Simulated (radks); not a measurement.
Results of a calculation; reference values are marked as such.
Question: These are the eigenvalues of the occupied orbitals of an atom or ion with whole-number occupations (eV). Code: a radial shooting solver on a logarithmic mesh with Libxc functionals. Model: Dirac Kohn-Sham, LDA (Slater exchange, Perdew-Wang correlation), spin-unpolarised, spherical densities, point nucleus.

| orbital | eigenvalue |
|---|---|
| 1s1/2 | -78275.72 |
| 2s1/2 | -13761.14 |
| 2p1/2 | -13192.93 |
| 2p3/2 | -11465.49 |
| 3s1/2 | -3249.767 |
| 3p1/2 | -2994.424 |
| 3p3/2 | -2614.781 |
| 3d3/2 | -2188.600 |
| 3d5/2 | -2106.719 |
| 4s1/2 | -716.1616 |
| 4p1/2 | -607.9044 |
| 4p3/2 | -517.2348 |
| 4d3/2 | -339.6964 |
| 4d5/2 | -322.8332 |
| 5s1/2 | -124.7393 |
| 4f5/2 | -95.7263 |
| 4f7/2 | -92.2616 |
| 5p1/2 | -89.8628 |
| 5p3/2 | -74.4730 |
| 5d3/2 | -28.0376 |
| 5d5/2 | -26.4622 |

Which element is it, and in what charge state? The configuration may be excited. Open shells, if any, fill j = l - 1/2 first.

Answer: Z = 78, platinum, charge +2: Pt2+ in [Kr] 4d10 4f14 5s2 5p5 5d9. The list shows which subshells hold electrons but not how many an open one holds; the 1s level, -2876.6 hartree, gives Z - s = 75.8 by -(Z - s)^2/2, which with screening and relativity narrows Z to a few neighbours, and the depths of the outer levels then fix element, charge and occupations together.
